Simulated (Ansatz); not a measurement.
`COBO[SiH3]` + H–F → `COBF` + `O[SiH3]`  (ligand exchange at a B–O bond)

Isolated molecules relaxed with PBE0-D4/def2-TZVP in Ansatz; ΔE leaves out vibrations. CCSD(T)/CBS adds triple-zeta CCSD(T) − MP2 to the extrapolated MP2 energy (def2 sets, frozen cores). This one scheme is used for every species. DFT in def2-TZVPP. B3LYP here is the variant with VWN-RPA as its local correlation; programs differ in this. HSE06 is defined as in plane-wave codes. One conformer a species, not always the lowest.

| level | ΔE (kcal/mol) | difference from CCSD(T)/CBS |
| --- | --- | --- |
| PBE-D4 | -3.3 | -1.5 |
| revPBE-D4 | -2.5 | -0.7 |
| BLYP-D4 | -3.2 | -1.4 |
| r2SCAN-D4 | -3.8 | -2.0 |
| B97M-V | -4.3 | -2.5 |
| PBE0-D4 | -2.8 | -1.0 |
| B3LYP-D4 | -3.0 | -1.2 |
| r2SCANh-D4 | -3.5 | -1.7 |
| HSE06-D4 | -2.8 | -1.0 |
| BHLYP-D4 | -2.8 | -1.0 |
| CAM-B3LYP-D4 | -3.5 | -1.7 |
| ωB97X-V | -3.5 | -1.7 |
| ωB97M-V | -3.4 | -1.6 |
| B2PLYP | -4.0 | -2.2 |
| PBE-QIDH | -2.9 | -1.1 |
| PBE | -4.5 | -2.7 |
| revPBE | -5.2 | -3.4 |
| BLYP | -5.7 | -3.9 |
| r2SCAN | -4.2 | -2.4 |
| B3LYP | -5.0 | -3.2 |
| r2SCANh | -4.0 | -2.2 |
| r2SCAN0 | -3.7 | -1.9 |
| HSE06 | -3.9 | -2.1 |
| BHLYP | -4.5 | -2.7 |
| CAM-B3LYP | -4.7 | -2.9 |
| HF/def2-SVP | -4.1 | -2.3 |
| MP2/def2-SVP | -3.1 | -1.3 |
| CCSD/def2-SVP | -3.3 | -1.5 |
| CCSD(T)/def2-SVP | -3.1 | -1.3 |
| HF/def2-TZVPP | -4.9 | -3.1 |
| MP2/def2-TZVPP | -2.1 | -0.3 |
| SCS-MP2/def2-TZVPP | -2.8 | -1.0 |
| CCSD/def2-TZVPP | -2.8 | -1.0 |
| CCSD(T)/def2-TZVPP | -2.5 | -0.7 |
| HF/def2-QZVPP | -4.8 | -3.0 |
| MP2/def2-QZVPP | -1.7 | 0.1 |
| SCS-MP2/def2-QZVPP | -2.5 | -0.7 |
| HF/CBS(def2) | -4.8 | -3.0 |
| MP2/CBS(def2) | -1.5 | 0.3 |
| CCSD/CBS(def2) | -2.2 | -0.4 |
| CCSD(T)/CBS | -1.8 | 0 |

Largest T1 diagnostic among the species: 0.013.

At CCSD(T), def2-SVP lies −1.3 kcal/mol from the extrapolated value and def2-TZVPP −0.7 kcal/mol. In def2-TZVPP, CCSD(T) changes the Hartree–Fock value by +2.5 kcal/mol (the triples alone add +0.3 kcal/mol) and MP2 by +2.8 kcal/mol. The D4 term adds +1.9 kcal/mol with B3LYP and +1.1 kcal/mol with PBE0; it sums over pairs of atoms, weighted by their polarisabilities, and B3LYP, whose exchange is more repulsive, gets the larger term.

CCSD(T)/CBS has its own doubt, a few kJ/mol and more with outer-core shells, so smaller differences from it don't rank the levels.
